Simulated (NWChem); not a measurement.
The numbers come from NWChem runs, not from measurements. System: AlCl, charge 0, spin multiplicity 1, at a geometry optimised with PBE/def2-SVP. The structure started from a generated list of species. Level: PBE/aug-cc-pVDZ.

Input file:

```
start mol
memory heap 200 mb stack 900 mb global 1100 mb
geometry units angstroms nocenter noautoz
  Al     0.000000     0.000000    -1.225276
  Cl     0.000000     0.000000     0.936976
  symmetry group C2v
end
basis spherical
  * library aug-cc-pvdz
end
dft
  xc xpbe96 cpbe96
  semidirect memsize 60000000 filesize 0
  iterations 100
end
task dft energy
```

NWChem printed:

```
             Northwest Computational Chemistry Package (NWChem) 7.3.0
             --------------------------------------------------------

                                NWChem Input Module
                                -------------------

 Scaling coordinates for geometry "geometry" by  1.889725989
 (inverse scale =  0.529177249)

 Turning off AUTOSYM since
 SYMMETRY directive was detected!

                             Geometry "geometry" -> ""
                             -------------------------

 Output coordinates in angstroms (scale by  1.889725989 to convert to a.u.)

  No.       Tag          Charge          X              Y              Z
 ---- ---------------- ---------- -------------- -------------- --------------
    1 Al                  13.0000     0.00000000     0.00000000    -1.22527600
    2 Cl                  17.0000     0.00000000     0.00000000     0.93697600

 Effective nuclear repulsion energy (a.u.)      54.0862822784

            Nuclear Dipole moment (a.u.)
            ----------------------------
        X                 Y               Z
 ---------------- ---------------- ----------------
     0.0000000000     0.0000000000     0.0000075589

      Symmetry information
      --------------------

 Group name             C2v
 Group number             16
 Group order               4
 No. of unique centers     2

      Symmetry unique atoms

     1    2


 Summary of "ao basis" -> "" (spherical)
 ------------------------------------------------------------------------------
       Tag                 Description            Shells   Functions and Types
 ---------------- ------------------------------  ------  ---------------------
 *                        aug-cc-pvdz                 on all atoms

  pbe96 is a nonlocal functional; adding pw91lda local functional.

                                 NWChem DFT Module
                                 -----------------

 Summary of "ao basis" -> "ao basis" (spherical)
 ------------------------------------------------------------------------------
       Tag                 Description            Shells   Functions and Types
 ---------------- ------------------------------  ------  ---------------------
 Al                       aug-cc-pvdz               11       27   5s4p2d
 Cl                       aug-cc-pvdz               11       27   5s4p2d

 Summary of "ao basis" -> "ao basis" (spherical)
 ------------------------------------------------------------------------------
       Tag                 Description            Shells   Functions and Types
 ---------------- ------------------------------  ------  ---------------------
 Al                       aug-cc-pvdz               11       27   5s4p2d
 Cl                       aug-cc-pvdz               11       27   5s4p2d

      Symmetry analysis of basis
      --------------------------

        a1         26
        a2          4
        b1         12
        b2         12

            General Information
            -------------------
          SCF calculation type: DFT
          Wavefunction type:  closed shell.
          No. of atoms     :     2
          No. of electrons :    30
           Alpha electrons :    15
            Beta electrons :    15
          Charge           :     0
          Spin multiplicity:     1
          Use of symmetry is: on ; symmetry adaption is: on
          Maximum number of iterations: 100
          AO basis - number of functions:    54
                     number of shells:    22
[...]
 d= 0,ls=0.0,diis     4   -702.3631286972 -3.11D-03  4.36D-04  3.25D-04     3.5

 !! scf_movecs_sym_adapt:    2 vectors were symmetry contaminated

  Symmetry fudging

 !! scf_movecs_sym_adapt:    2 vectors were symmetry contaminated

 d= 0,ls=0.0,diis     5   -702.3631775683 -4.89D-05  1.12D-04  8.75D-05     3.5

 !! scf_movecs_sym_adapt:    6 vectors were symmetry contaminated

  Symmetry fudging

 !! scf_movecs_sym_adapt:    2 vectors were symmetry contaminated

  Resetting Diis
 d= 0,ls=0.0,diis     6   -702.3631917089 -1.41D-05  4.41D-05  3.09D-06     3.6

 !! scf_movecs_sym_adapt:    2 vectors were symmetry contaminated

  Symmetry fudging

 !! scf_movecs_sym_adapt:    2 vectors were symmetry contaminated

 d= 0,ls=0.0,diis     7   -702.3631925112 -8.02D-07  5.40D-06  2.14D-08     3.7

         Total DFT energy =     -702.363192511201
      One electron energy =    -1080.335689053996
           Coulomb energy =      370.414129077301
    Exchange-Corr. energy =      -46.527914812859
 Nuclear repulsion energy =       54.086282278353

 Numeric. integr. density =       29.999999916284

     Total iterative time =      2.1s

                  Occupations of the irreducible representations
                  ----------------------------------------------

                     irrep           alpha         beta
                     --------     --------     --------
                     a1                9.0          9.0
                     a2                0.0          0.0
                     b1                3.0          3.0
                     b2                3.0          3.0

                       DFT Final Molecular Orbital Analysis
                       ------------------------------------

 Vector   13  Occ=2.000000D+00  E=-2.897603D-01  Symmetry=b2
              MO Center=  7.0D-33,  5.4D-17,  8.0D-01, r^2= 1.4D+00
   Bfn.  Coefficient  Atom+Function         Bfn.  Coefficient  Atom+Function
  ----- ------------  ---------------      ----- ------------  ---------------
    37      0.585849  2 Cl py                40      0.438832  2 Cl py
    10      0.107930  1 Al py                43      0.054077  2 Cl py
    19      0.046691  1 Al d -1              13      0.043144  1 Al py

 Vector   14  Occ=2.000000D+00  E=-2.897603D-01  Symmetry=b1
              MO Center=  4.0D-17,  4.1D-33,  8.0D-01, r^2= 1.4D+00
   Bfn.  Coefficient  Atom+Function         Bfn.  Coefficient  Atom+Function
  ----- ------------  ---------------      ----- ------------  ---------------
    36      0.585849  2 Cl px                39      0.438832  2 Cl px
     9      0.107930  1 Al px                42      0.054077  2 Cl px
    21     -0.046691  1 Al d  1              12      0.043144  1 Al px

 Vector   15  Occ=2.000000D+00  E=-2.260549D-01  Symmetry=a1
              MO Center= -3.0D-16,  5.9D-17, -1.2D+00, r^2= 3.3D+00
   Bfn.  Coefficient  Atom+Function         Bfn.  Coefficient  Atom+Function
  ----- ------------  ---------------      ----- ------------  ---------------
     4      0.474043  1 Al s                  3      0.446123  1 Al s
    38      0.318732  2 Cl pz                11     -0.242688  1 Al pz
    41      0.224682  2 Cl pz                14     -0.131128  1 Al pz
    20     -0.065830  1 Al d  0              30     -0.045963  2 Cl s
    31     -0.044014  2 Cl s                 44      0.038052  2 Cl pz

 Vector   16  Occ=0.000000D+00  E=-9.036153D-02  Symmetry=b2
              MO Center= -2.4D-17, -3.8D-16, -1.2D+00, r^2= 4.1D+00
   Bfn.  Coefficient  Atom+Function         Bfn.  Coefficient  Atom+Function
  ----- ------------  ---------------      ----- ------------  ---------------
    13      0.617759  1 Al py                10      0.498298  1 Al py
    37     -0.185930  2 Cl py                40     -0.172092  2 Cl py
    43     -0.108648  2 Cl py                16      0.087789  1 Al py
    46     -0.034425  2 Cl d -1              51     -0.026614  2 Cl d -1

 Vector   17  Occ=0.000000D+00  E=-9.036153D-02  Symmetry=b1
              MO Center=  1.1D-17,  4.0D-18, -1.2D+00, r^2= 4.1D+00
   Bfn.  Coefficient  Atom+Function         Bfn.  Coefficient  Atom+Function
  ----- ------------  ---------------      ----- ------------  ---------------
    12      0.617759  1 Al px                 9      0.498298  1 Al px
    36     -0.185930  2 Cl px                39     -0.172092  2 Cl px
    42     -0.108648  2 Cl px                15      0.087789  1 Al px
    48      0.034425  2 Cl d  1              53      0.026614  2 Cl d  1

 Vector   18  Occ=0.000000D+00  E=-2.069521D-02  Symmetry=a1
              MO Center= -1.7D-15, -1.5D-15, -9.8D-01, r^2= 1.2D+01
   Bfn.  Coefficient  Atom+Function         Bfn.  Coefficient  Atom+Function
  ----- ------------  ---------------      ----- ------------  ---------------
    14      0.581874  1 Al pz                17      0.502751  1 Al pz
    31     -0.307632  2 Cl s                 11      0.259815  1 Al pz
     5      0.251845  1 Al s                  4      0.226837  1 Al s
    32     -0.189996  2 Cl s                 41      0.172523  2 Cl pz
    44      0.155263  2 Cl pz                30     -0.151183  2 Cl s

 center of mass
 --------------
 x =   0.00000000 y =   0.00000000 z =  -0.00899437

 moments of inertia (a.u.)
 ------------------
         254.281243033074           0.000000000000           0.000000000000
           0.000000000000         254.281243033074           0.000000000000
           0.000000000000           0.000000000000           0.000000000000

     Multipole analysis of the density
     ---------------------------------

     L   x y z        total         alpha         beta         nuclear
     -   - - -        -----         -----         ----         -------
     0   0 0 0     -0.000000    -15.000000    -15.000000     30.000000

     1   1 0 0     -0.000000     -0.000000     -0.000000      0.000000
     1   0 1 0     -0.000000     -0.000000     -0.000000      0.000000
     1   0 0 1     -0.636730     -0.318369     -0.318369      0.000008

     2   2 0 0    -18.200129     -9.100065     -9.100065      0.000000
     2   1 1 0     -0.000000     -0.000000     -0.000000      0.000000
     2   1 0 1      0.000000      0.000000      0.000000      0.000000
     2   0 2 0    -18.200129     -9.100065     -9.100065      0.000000
     2   0 1 1      0.000000      0.000000      0.000000      0.000000
     2   0 0 2    -20.239504    -71.616381    -71.616381    122.993258

 Task  times  cpu:        3.7s     wall:        3.7s

 Total times  cpu:        3.7s     wall:        3.7s
```
